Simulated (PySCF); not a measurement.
CI3, SMILES I[C+](I)I, charge +1.

Geometry optimised at PBE0-D3(BJ)/def2-SVP. The def2 effective core potentials stand for the cores of I; spin–orbit coupling is left out.

All values below come from B3LYP/def2-TZVP in PySCF.

Gas-phase values at a fixed geometry.

Computed frontier levels, gap, dipole moment and polarisability:
```
Item                                                                Result
------------------------------------------------  ------------------------
highest occupied level                                           -12.08 eV
lowest empty level                                                -9.10 eV
orbital gap                                                        2.97 eV
dipole moment about the centre of nuclear charge                    0.00 D
mean static polarisability                          106.7 bohr³ (15.81 Å³)
polarisability, principal values                  59.9, 130.1, 130.1 bohr³
```
